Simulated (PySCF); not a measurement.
Electron correlation in Zn³⁺ (zinc, charge +3)

[Ar] 3d9, 2D determinant. Computed with PySCF 2.14 in def2-TZVPPD (6s6p4d2f1g, 67 functions), with the non-relativistic Hamiltonian (point nucleus). Frozen: [Ar]; 9 electrons correlated.

| level | correlation energy (mhartree) |
| --- | --- |
| CCSD | -292.40 |
| (T) | -4.32 |
| CCSD(T) | -296.72 |

Diagnostics: T1 = 0.0042, D1 = 0.0063, largest double amplitude 0.013.

Cost of the coupled-cluster step: about 6 core-seconds, for 9 correlated electrons.
